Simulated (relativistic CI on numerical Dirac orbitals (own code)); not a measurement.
Method of calculation: Dirac-Coulomb-Breit CI, KLI orbitals optimised for each configuration, model QED, valence Slater integrals scaled by 0.85, P86 correlation energy added to each configuration (own radial code, finite nucleus).

CI space (outside the closed core [Ar]): 4s, 3d, 4p, 5s, 4d, 5p, 4f, 6s, 5d, 6p, 5f, 5g, 7s, 6d, 7p, 8s, 8p. Levels of other configurations are missing.

Correlation outside the listed configurations is missing or only estimated: errors of thousands of cm⁻¹ between configurations and terms are usual at this charge. Rates and lifetimes follow the computed energies and can be off by large factors. The fine structure of a lone outer electron comes out too small, for d and f at times inverted, and misplaced configurations move strength between like terms. 12 of the 12 excited levels that our extract of the measured tables holds in this range could be paired (the sources list more); they are missed by 999 cm⁻¹ on average and 1635 at most, and levels without a partner can miss by more.

Outline of the computed level scheme of Ca II. Lowest level of each configuration: 4s ²S1/2 at 0.0000 eV; 3d ²D3/2 at 1.7004 eV; 4p ²P°1/2 at 2.9776 eV; 5s ²S1/2 at 6.2732 eV; 4d ²D3/2 at 6.8469 eV; 5p ²P°1/2 at 7.3222 eV; 4f ²F°7/2 at 8.4313 eV; 6s ²S1/2 at 8.5602 eV; 5d ²D3/2 at 8.8232 eV.

Some strong electric-dipole decays among the lowest 15 levels: 4d ²D5/2 → 4p ²P°3/2 (3.3e+08 s⁻¹); 4d ²D3/2 → 4p ²P°1/2 (2.7e+08 s⁻¹); 4f ²F°7/2 → 3d ²D5/2 (2.6e+08 s⁻¹); 4f ²F°5/2 → 3d ²D3/2 (2.5e+08 s⁻¹); 5s ²S1/2 → 4p ²P°3/2 (1.6e+08 s⁻¹); 4p ²P°3/2 → 4s ²S1/2 (1.5e+08 s⁻¹); 4p ²P°1/2 → 4s ²S1/2 (1.4e+08 s⁻¹); 5d ²D5/2 → 4p ²P°3/2 (1.2e+08 s⁻¹).

Rates of lines that live on the mixing of spin multiplicities can be off by large factors.
